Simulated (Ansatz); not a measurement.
C4H6Cl2N2Pd, charge +1, doublet, geometry from GFN2-xTB (such geometries of metal compounds can be far from the true shape) (the multiplicity is a formal guess) (core potentials on Pd); PBE/def2-SVP run with Ansatz (a program for electronic structure).

The Ansatz input:
Ansatz 0.2 input:
```yaml
crystal:
  periodic: [false, false, false]
  atoms:
    - {symbol: Pd, position_ang: [-0.00052854, 0.00016172, 0.00138158]}
    - {symbol: Cl, position_ang: [2.06039222, -0.85930075, -0.04927629]}
    - {symbol: Cl, position_ang: [-2.06120135, 0.85978738, 0.05520404]}
    - {symbol: C, position_ang: [1.72787632, 4.14333751, 0.00874632]}
    - {symbol: C, position_ang: [1.18436319, 2.83949386, 0.00735554]}
    - {symbol: N, position_ang: [0.74100655, 1.77763607, 0.00648566]}
    - {symbol: H, position_ang: [2.20988985, 4.34344129, -0.94979058]}
    - {symbol: H, position_ang: [2.46731547, 4.23431437, 0.80628079]}
    - {symbol: H, position_ang: [0.93379721, 4.87438437, 0.17025974]}
    - {symbol: C, position_ang: [-1.72439518, -4.14475846, -0.02225999]}
    - {symbol: C, position_ang: [-1.18280474, -2.84014499, -0.01362012]}
    - {symbol: N, position_ang: [-0.74170756, -1.77735069, -0.00614858]}
    - {symbol: H, position_ang: [-2.62554491, -4.17476239, 0.59270535]}
    - {symbol: H, position_ang: [-0.99375528, -4.85067321, 0.37647515]}
    - {symbol: H, position_ang: [-1.97896453, -4.43198127, -1.04394452]}
basis:
  gaussian:
    orbitals: def2-SVP
    final_grid: {core_spheres: 6, valence_spheres: 12, degree: 29}
hamiltonian:
  xc: pbe
total_charge: 1
magnetization: {spin_polarized: true, initial_magnetization: 1}
```

The log (banner, timings and long lists left out):

```
Functional definition: PBE
1998 factors; their error is unknown
mean field evaluation 1: about -35691.0686 eV, gradient 7.0e1 eV
mean field evaluation 2: about -35545.7500 eV, gradient 1.9e2 eV
mean field evaluation 4: about -35710.2557 eV, gradient 2.9e1 eV
mean field evaluation 8: about -35713.6104 eV, gradient 3.1e0 eV
mean field evaluation 16: about -35713.5989 eV, gradient 1.4e-3 eV
mean field evaluation 32: about -35713.1514 eV, gradient 5.1e0 eV
mean field evaluation 64: about -35713.4349 eV, gradient 4.2e0 eV
mean field -35713.59888701 eV, -1312.4505515509 hartree, gradient 9.4e-6 eV, S^2 0.751165; 6 other end points of the search recorded, 0 dependent functions left out
reference -35713.59895687 eV, -1312.4505541182 hartree; 48, 47 occupied and 133, 134 virtual orbitals, 1998 factors
Total energy: -35713.59895687 eV, -1312.4505541182 hartree
```
